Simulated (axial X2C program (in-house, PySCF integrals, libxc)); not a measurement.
**Testing model relations on ZrI**

A bond curve at the CCSD(T) level, with spin–orbit coupling, was computed with an in-house all-electron X2C program for linear molecules (integrals from PySCF) (basis I dyall-cv3z [11s12p8d4f1g], Zr dyall-cv3z [11s12p9d6f3g] (cores contracted in-house)) for the state Ω = 3/2 (⟨Sz⟩ = -1.50, ⟨Lz⟩ = 3.00 at HF). Its fit gives Re = 2.7527 Å, ωe = 211.4 cm⁻¹, ωexe = 0.41 cm⁻¹ and αe = 1.149e-04 cm⁻¹; the masses are 126.9045 and 89.9047 u. Two-component means X2C with spin–orbit coupling and atomic mean-field Coulomb and Gaunt terms.

Correlated methods: 19 electrons correlated (number of frozen shells: I 4 s, 3 p, 2 d; Zr 3 s, 2 p, 1 d), 357 virtual spin orbitals or spinors in MP2, 140 natural virtuals in coupled cluster.

Problem. Find the reduced mass, Be and the force constant.

Solution. From the CCSD(T) values: μ = 52.6237 u. Be = 16.8576/(μ Re²) = 0.04228 cm⁻¹. k = 5.8918×10⁻⁷ μ ωe² = 1.39 mdyn/Å.

Problem. Where do the fundamental and the first overtone lie?

Solution. ν(1←0) = ωe − 2ωexe = 210.6 cm⁻¹; ν(2←0) = 2ωe − 6ωexe = 420.3 cm⁻¹.

Problem. Estimate the centrifugal constant by the Kratzer relation.

Solution. D = 4Be³/ωe² = 6.76e-09 cm⁻¹.

Problem. A Morse curve ties αe to the other constants (Pekeris). How well does that hold?

Solution. αe(Morse) = 6Be²/ωe × (√(ωexe/Be) − 1) = 1.072e-04 cm⁻¹; the CCSD(T) curve gives 1.149e-04 cm⁻¹, a ratio of 0.93.

Problem. Estimate De from a Morse curve and compare with the computed well depth of 3.009 eV to I + Zr.

Solution. De(Morse) = ωe²/(4ωexe) = 3.379 eV against 3.009 eV computed, a ratio of 1.12. For De the Morse form works well here.

The state is one determinant whose occupation by symmetry is held fixed; it was picked as the lowest of a PBE0 search that is not exhaustive. De is counted from the lowest determinant-based energies of the atoms at the same level, without counterpoise correction. CCSD and (T) use frozen natural virtuals with an MP2 correction for the truncation; (T) itself is uncorrected, so its De runs slightly low. With several unpaired electrons one determinant need not be a pure state. The lowest spin-free determinant has another configuration (M_S = 3/2, Λ = 0), so the order of states is uncertain and this need not be the ground state.
